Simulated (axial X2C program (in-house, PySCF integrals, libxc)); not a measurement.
# CsCr along the bond: PBE0, 2c

Calculated with an in-house all-electron X2C program for linear molecules (integrals from PySCF). Two-component (2c) means X2C with spin–orbit coupling and atomic mean-field two-electron Coulomb and Gaunt terms. Basis: Cs dyall-cv3z [15s15p9d4f1g], Cr dyall-cv3z [9s10p6d3f2g] (cores contracted in-house); Gaussian nuclei, density fitting, unrestricted open shells. Masses: Cs 132.905 u, Cr 51.941 u.

State: Ω = 5/2 (⟨Sz⟩ = 2.50, ⟨Lz⟩ = 0.00 at PBE0). Dipoles are positive if Cr is the positive end.

Results along the bond:

```csv
R (Å),μ (D),HOMO (eV),LUMO (eV)
3.360,-5.974,-3.01,-1.12
3.467,-6.049,-3.00,-1.13
3.574,-6.121,-2.99,-1.15
3.699,-6.196,-2.98,-1.17
3.824,-6.256,-2.97,-1.19
3.985,-6.301,-2.95,-1.22
```

Occupations by symmetry block were frozen at the best pattern of an incomplete PBE0 search. Density functionals use the spin component along the axis (collinear). With several unpaired electrons one determinant need not be a pure state. This is the top spin component of a Σ state; components of lower Ω are not single determinants and can lie lower. The determinant is spin-polarised beyond a pure state at some levels (its spin-free form has ⟨S²⟩ too high), which makes Re and μ there less reliable.
